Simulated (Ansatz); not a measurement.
Reaction (redistribution): `CC1=CC(C(F)(F)F)=[O+][Ti-]([F])([F])([Cl])[O]1` + `[CH3][Y]([CH3])[CH3]` → `CC1=CC(C(F)(F)F)=[O+][Ti-]([CH3])([F])([F])[O]1` + `[CH3][Y]([CH3])[Cl]`

Program: Ansatz. Geometries: PBE0-D4/def2-TZVP. ΔE: electronic, gas phase. CCSD(T)/CBS is the MP2 limit (def2-TZVPP, def2-QZVPP) plus CCSD(T) − MP2 in def2-TZVPP, frozen cores. Elements past krypton have def2 core potentials. For Ti, Y outer-core shells are correlated without core-valence functions, which leaves a few kJ/mol of doubt a bond. Scalar relativity is left out up to krypton.

| species | CCSD/def2-SVP energy (Eh) |
| --- | --- |
| `CC1=CC(C(F)(F)F)=[O+][Ti-]([F])([F])([Cl])[O]1` | -2148.25439 |
| `[CH3][Y]([CH3])[CH3]` | -157.28184 |
| `CC1=CC(C(F)(F)F)=[O+][Ti-]([CH3])([F])([F])[O]1` | -1728.44796 |
| `[CH3][Y]([CH3])[Cl]` | -577.13816 |

Work out ΔE.

ΔE = (-1728.44796) + (-577.13816) − (-2148.25439) − (-157.28184) = -0.04989 Eh = -1.36 eV. CCSD(T)/CBS gives -1.08 eV.

Largest T1 diagnostic among the species: 0.021, so the coupled-cluster value is less sure than usual.

Leaving LDA and LC-ωPBE aside and taking each functional with its dispersion term where it has one, the values, not all of them listed here, spread over 0.30 eV, from BHLYP-D4 to revPBE-D4. LDA lies +0.05 eV from PBE without D4. From BLYP to BHLYP (50 % exact exchange), in def2-TZVPP and without D4, ΔE moves by −0.27 eV.
